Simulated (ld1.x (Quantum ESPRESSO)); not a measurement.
Plane-wave convergence, PAW potential for Mn

ld1.x (Quantum ESPRESSO) 7.5 input, shortened:

```
&input
   title='Mn', zed=25., rel=1, dft='PBE', iswitch=3,
   config='[Ar] 3d5 4s1 4p1 4f-2'
 /
 &inputp
   pseudotype=3, lpaw=.true., tm=.true., lloc=-1, rcloc=2.65,
   nlcc=.true., new_core_ps=.true., rcore=1.35,
   which_augfun='PSQ', rmatch_augfun_nc=.true.
 /
8
4S  1  0   1.00   0.00  1.55  2.15  0.0
4S  1  0   0.00   1.40  1.55  2.15  0.0
4P  2  1   1.00   0.00  2.60  3.00  0.0
4P  2  1   0.00   0.70  2.60  3.00  0.0
3D  3  2   5.00   0.00  1.75  2.15  0.0
3D  3  2   0.00   0.25  1.75  2.15  0.0
4F  4  3  -2.00  -0.15  1.95  2.40  0.0
4F  4  3  -2.00   2.00  1.95  2.40  0.0
 &test
   configts(1)='3d5 4s1 4p1'
 /
```

The pseudo-atom Hamiltonian at the reference potential is diagonalised in spherical Bessel functions j_l(qr) that vanish at 20 bohr, with q² up to the cutoff. All-electron valence levels (Ry): 4s -0.4479, 4p -0.1557, 3d -0.6126.

Task: How do the lowest levels (Ry) of each channel move with the cutoff, and are there ghosts?

Result:

```tsv
cutoff (Ry)	s #1	p #1	p #2	d #1	d #2	f #1	f #2	Σ f·Δε (mRy)
8	-0.4473	-0.1557	0.0212	-0.4561	0.0355	0.0910	0.2104	782.7
12	-0.4477	-0.1557	0.0212	-0.5758	0.0342	0.0910	0.2103	183.9
18	-0.4478	-0.1557	0.0212	-0.6090	0.0337	0.0910	0.2103	17.7
25	-0.4478	-0.1557	0.0212	-0.6122	0.0333	0.0910	0.2103	1.9
35	-0.4479	-0.1557	0.0212	-0.6124	0.0329	0.0910	0.2103	0.7
45	-0.4479	-0.1557	0.0212	-0.6125	0.0329	0.0910	0.2103	0.2
400	-0.4479	-0.1557	0.0212	-0.6126	0.0329	0.0910	0.2103	0.0
```

Result: no extra level below or beside the all-electron valence levels (s, p, d, f tested); 10 mRy is reached at 21 Ry and 1 mRy at 35 Ry.

Test run stopped at test 5 of 7 (negative rho).
